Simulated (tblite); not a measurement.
Compound: C4H9ClO3S.
Z-matrix (Å and degrees, GFN2-xTB geometry), rows numbered from 1:
```
C 
O   1  1.4111
C   2  1.4203  1  115.81
C   3  1.5261  2  112.47  1    90.89
C   3  1.5151  2  101.63  1  -147.02
S   5  1.8267  3   99.80  2    40.74
O   6  1.4213  5  115.07  3   -96.77
O   6  1.4263  5  111.84  3    46.71
Cl  6  2.0499  5   96.97  3   154.65
H   1  1.0944  2  110.39  3    62.58
H   1  1.0942  2  111.35  3   -59.99
H   1  1.0876  2  105.80  3  -179.10
H   3  1.0995  2  109.27  1   -32.13
H   4  1.0867  3  110.37  2   -65.96
H   4  1.0867  3  109.72  2    53.81
H   4  1.0861  3  109.90  2   174.08
H   5  1.0849  3  112.53  2   -71.22
H   5  1.0838  3  115.62  2   157.99
```

Computed values, GFN2-xTB/tblite, gas phase, harmonic and unscaled. The method is semi-empirical: single wavenumbers can be off by several per cent or more. One conformer, not necessarily the lowest.

Harmonic wavenumbers (cm⁻¹): 79.6, 92.9, 114.1, 150.1, 161.3, 186.3, 200.7, 282.4, 287.2, 313.6, 319.8, 343.2, 419.1, 478.2, 496.6, 527.0, 712.7, 813.8, 873.5, 946.5, 974.2, 1052.2, 1097.6, 1110.1, 1123.3, 1131.3, 1145.3, 1163.6, 1198.0, 1297.2, 1305.4, 1310.3, 1391.6, 1395.7, 1397.3, 1459.8, 1466.2, 1474.6, 1484.5, 2886.0, 2939.3, 2951.1, 3030.9, 3038.0, 3050.2, 3051.3, 3054.0, 3055.8.

A = 2222, B = 830.8, C = 709.4 MHz; mass 171.996 u (most abundant isotopes); point group C1, symmetry number 1.

Question: Zero-point energy?

Answer: ½Σν̃ = 29417 cm⁻¹ = 84.11 kcal/mol.

Question: Entropy at 298.15 K, 1 bar (ideal gas, RRHO, classical rotation)?

Answer: Translation 41.36, rotation 29.89, vibration 31.53: S = 102.8 cal/(mol K).

Question: And Cp and H(298.15 K) − H(0)?

Answer: Cp = 40.73 cal/(mol K), of which vibrations give 32.78 (their classical limit is 48 R = 95.4); H(298.15 K) − H(0) = 7.54 kcal/mol without the zero-point energy, 5.17 from vibrations.

Question: How do the functions run with temperature in this model?

Answer: 
```tsv
T (K)	S (cal/(mol K))	Cp (cal/(mol K))	H − H(0) (kcal/mol)	G − H(0) (kcal/mol)	ln q(vib)
50	59.0	12.8	0.47	-2.48	0.25
100	70.4	20.7	1.31	-5.72	1.32
373.15	112.6	47.3	10.84	-31.19	9.31
500	127.9	57.1	17.49	-46.46	12.84
750	153.9	70.8	33.62	-81.78	19.33
1000	175.5	79.7	52.50	-123.03	25.22
```

q(vib) and H(0) count from the zero-point level.

Question: Blend soft modes into free rotors: weight 1/[1 + (100 cm⁻¹/ν̃)⁴] for the oscillator and the rest for a rotor with moment μB/(μ + B), μ = h/(8π²ν), B = 10⁻⁴⁴ kg m². What vibrational entropy results?

Answer: 30.35 cal/(mol K) in place of 31.53, which changes −T·S at 298.15 K by +0.35 kcal/mol.

Hindered rotation and anharmonicity are outside this model. Other conformers, if any are populated, would add a mixing term that is left out. The structure is chiral; the term R ln 2 for an equal mix with its mirror image is left out.
